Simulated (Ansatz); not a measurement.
`[O]1[SiH2][S][GaH]1`. Total charge 0; spin multiplicity 1. The structure was optimised at the PBE0-D4/def2-TZVP level.

```xyz
7

O     0.732   -0.905   -0.173
Si   -0.738   -0.362   -0.677
S    -0.815    1.462    0.496
Ga    1.100    0.476    0.967
H    -0.781   -0.069   -2.131
H    -1.849   -1.278   -0.320
H     2.351    0.676    1.839
```

(1) What is the dipole moment at ωB97M-V/def2-TZVPP? (Estimate.)

(2) And with PBE, r2SCAN, B3LYP? (Best estimate.)

(3) Give the Mulliken charges with ωB97M-V, PBE, B3LYP in def2-TZVPP. (An estimate is asked.)

Results:

(1) Ansatz gave: 1.56 D, with components (1.22, 0.29, 0.92) D in this frame, pointing from negative to positive charge.

(2) Ansatz gave: PBE 1.36 D, r2SCAN 1.45 D, B3LYP 1.42 D.

(3) The calculation gave: 
| atom | ωB97M-V | PBE | B3LYP |
| --- | --- | --- | --- |
| O1 | -0.49 | -0.40 | -0.48 |
| Si2 | 0.44 | 0.45 | 0.54 |
| S3 | -0.32 | -0.30 | -0.34 |
| Ga4 | 0.39 | 0.36 | 0.41 |
| H5 | -0.04 | -0.07 | -0.08 |
| H6 | -0.04 | -0.07 | -0.08 |
| H7 | 0.06 | 0.03 | 0.02 |

B3LYP here is the variant with VWN-RPA as its local correlation; programs differ in this.
